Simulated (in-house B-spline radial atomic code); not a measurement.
CAM-B3LYP excitations of C⁴⁺

Method: CAM-B3LYP. Computed with an all-electron radial atomic-structure program (B-spline basis): linear response of the closed shell 1s2 with the functional's adiabatic kernel; scalar-relativistic (spin-free one-electron X2C), finite nucleus, no spin-orbit coupling, no double excitations, S, P, D and F terms only.

Command:
```bash
python run_td.py task.json out
```
Settings (radii: box in bohr, nucleus in fm):
```
Z                        6
electrons                2
configuration            1s2
hamiltonian              x2c
method                   camb3lyp
box_radius               19.1
rms_radius               2.4702
intervals                74
```

Cost of the run: 0.4 s on 1 thread of Arm Neoverse N1 (shared host).

The lowest states, in the order of their Tamm-Dancoff energies; the method's threshold (minus the highest occupied level) is 367.21 eV. Labels give the largest channel, * marks a mixed state, and oscillator strengths are full-response dipole values. Semilocal kernels can invert the small singlet-triplet splittings of Rydberg terms. Energies in eV:

```csv
state,full response,Tamm-Dancoff,oscillator strength
1s → 2s 3S,285.26,285.30,-
1s → 2p 3P,291.67,291.70,-
1s → 2s 1S,292.13,292.24,-
1s → 2p 1P,296.85,296.88,0.553
1s → 3s 3S,332.87,332.88,-
1s → 3s 1S,334.43,334.46,-
1s → 3p 3P,334.71,334.72,-
1s → 3d 3D,335.55,335.55,-
1s → 3p 1P,335.83,335.83,0.122
1s → 3d 1D,335.88,335.89,-
1s → 4s 3S,348.08,348.08,-
1s → 4s 1S,348.71,348.72,-
1s → 4p 3P,?,?,-
1s → 4d 3D,349.04,349.04,-
1s → 4d 1D,349.22,349.22,-
1s → 4f 3F,?,?,-
```

Where does 1s → 4f 3F lie?

At 349.26 eV in full response, 349.26 eV in Tamm-Dancoff.

Where does 1s → 4p 3P lie?

At 348.82 eV in full response, 348.82 eV in Tamm-Dancoff.

How large is the singlet-triplet splitting of 1s → 2s (S terms) in Tamm-Dancoff?

6.94 eV, from the unrounded values.

What polarisabilities and dispersion coefficient does the method give?

Dipole 0.009188 bohr³, quadrupole 0.001106 bohr⁵, C6 0.0008298 hartree·bohr⁶ for two such species.
